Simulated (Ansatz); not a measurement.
System: C3H2F2, charge 0, singlet. C3H2F2 (1,1-difluoropropa-1,2-diene, SMILES C=C=C(F)F).
B3LYP-D3(BJ)/def2-TZVP minimum from Ansatz (a first-principles code):
```xyz
7

C     -2.1755     0.0005    -0.0234
C     -0.8757     0.0002    -0.0094
C      0.4193    -0.0001     0.0045
F      1.1859     1.0421    -0.2987
F      1.1787    -1.0427     0.3241
H     -2.7355    -0.2641    -0.9154
H     -2.7544     0.2653     0.8564
```

Total energies in cc-pVDZ, 28 correlated electrons, 5 frozen orbitals. Open shells are spin-unrestricted; no spin-orbit coupling. Cores are frozen in correlated methods. No relativity. The restricted determinant of C3H2F2 (C=C=C(F)F, singlet) is unstable towards broken spin symmetry in at least one set run.

| method | program | energy (Eh) | minus CCSDT(Q) (mEh) |
|---|---|---|---|
| HF | Ansatz | -313.57109 | 804.44 |
| MP2 | Ansatz | -314.32087 | 54.66 |
| CCSD | Ansatz | -314.34899 | 26.54 |
| CCSD(T) | Ansatz | -314.37248 | 3.05 |
| CCSDT(Q) | Ansatz | -314.37553 | 0.00 |

Rough core times of Ansatz's runs on a shared machine: CCSD(T) under 20 s, CCSDT(Q) 5 min.
